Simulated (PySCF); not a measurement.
This PySCF input asks for the NMR shieldings of SMILES C[Si@H](F)CC(F)(F)F, C3H6F4Si; the geometry comes from GFN2-xTB.

```python
import basis_set_exchange as bse
import numpy as np
from pyscf import gto, dft
from pyscf.prop import nmr

atoms = """
C    -1.788906    0.719579    0.580235
Si   -0.897031   -0.613819   -0.414501
F    -1.515185   -2.055468   -0.019063
C     0.930928   -0.784165    0.123337
C     1.740951    0.396999   -0.307243
F     1.694247    0.602556   -1.636621
F     1.325906    1.547294    0.256418
F     3.044768    0.285351    0.003563
H    -2.838854    0.767963    0.305891
H    -1.740110    0.511710    1.647531
H    -1.357821    1.702521    0.416881
H    -1.009328   -0.537841   -1.861733
H     1.382301   -1.670164   -0.322316
H     1.027455   -0.872989    1.205456
"""
names = dict.fromkeys(["C", "Si", "F", "H"], "pcSseg-1")
basis = {el: gto.basis.parse(bse.get_basis(n, elements=[el], fmt="nwchem")) for el, n in names.items()}
mol = gto.M(atom=atoms, basis=basis, charge=0, verbose=0)
mf = dft.RKS(mol, xc="PBE0")
mf.grids.level = 2
mf.grids.alignment = dft.numint.BLKSIZE   # the property module wants whole blocks of grid points
mf.conv_tol = 1e-9
mf.kernel()

calc = nmr.RKS(mf)   # GIAO
C = mf.mo_coeff
Co = C[:, mf.mo_occ > 0]
resp = mf.gen_response(singlet=True, hermi=2)
def vind(x):   # induced exchange potential for any number of trial vectors
    d = np.einsum("pi,xij,qj->xpq", C, 2 * x.reshape(-1, C.shape[1], Co.shape[1]), Co, optimize=True)
    return np.einsum("xpq,pi,qj->xij", resp(d - d.transpose(0, 2, 1)), C, Co, optimize=True).ravel()
mo1, _ = nmr.rhf.solve_mo1(calc, with_cphf=vind)
sigma = calc.kernel(mo1)
for i, s in enumerate(sigma):   # ppm
    w = np.linalg.eigvalsh((s + s.T) / 2)
    print("%2d %-2s iso %8.1f  s11 %8.1f  s22 %8.1f  s33 %8.1f" % (i, mol.atom_pure_symbol(i), w.mean(), *w))
```

**Question.** Give the expected output.

**Answer.** 
```
 0 C  iso    186.2  s11    175.8  s22    188.1  s33    194.6
 1 Si iso    326.4  s11    275.0  s22    335.9  s33    368.2
 2 F  iso    378.3  s11    360.5  s22    383.6  s33    390.8
 3 C  iso    159.2  s11    137.3  s22    154.8  s33    185.3
 4 C  iso     51.0  s11     44.9  s22     49.2  s33     58.8
 5 F  iso    242.5  s11    151.1  s22    244.8  s33    331.6
 6 F  iso    245.5  s11    154.4  s22    247.1  s33    334.9
 7 F  iso    235.2  s11    144.6  s22    224.7  s33    336.2
 8 H  iso     31.1  s11     26.7  s22     27.7  s33     38.8
 9 H  iso     31.1  s11     27.2  s22     28.7  s33     37.4
10 H  iso     31.3  s11     26.2  s22     30.2  s33     37.4
11 H  iso     26.3  s11     22.9  s22     25.2  s33     30.7
12 H  iso     29.7  s11     25.6  s22     28.7  s33     34.7
13 H  iso     29.8  s11     26.6  s22     28.7  s33     34.2
```

These numbers come from an equivalent density-fitted implementation of the same equations, which agrees with the script to about 0.01 ppm for H and up to a few tenths of a ppm for heavy atoms, so last digits may differ.

**Question.** Turn these shieldings into chemical shifts. Scale: 13C (σ = 186.93 ppm), 29Si (σ = 349.16 ppm), 1H (σ = 31.72 ppm) against TMS; 19F (σ = 170.95 ppm) vs CFCl3 (reference shieldings calculated alike).

**Answer.** Averaging equivalent atoms: C 4: 136.0; C 3: 27.8; C 0: 0.7; Si 1: 22.8; F 5/6/7: -70.1; F 2: -207.4; H 11: 5.43; H 12: 2.02; H 13: 1.87; H 8/9/10: 0.57 ppm. Unscaled 19F shifts against computed CFCl3 carry errors that often reach 10 to 50 ppm.

Size and cost of the density-fitted run: 173 basis functions, 30 s wall time on 1 thread of an Arm Neoverse V1, shared host; peak memory 0.77 GiB.
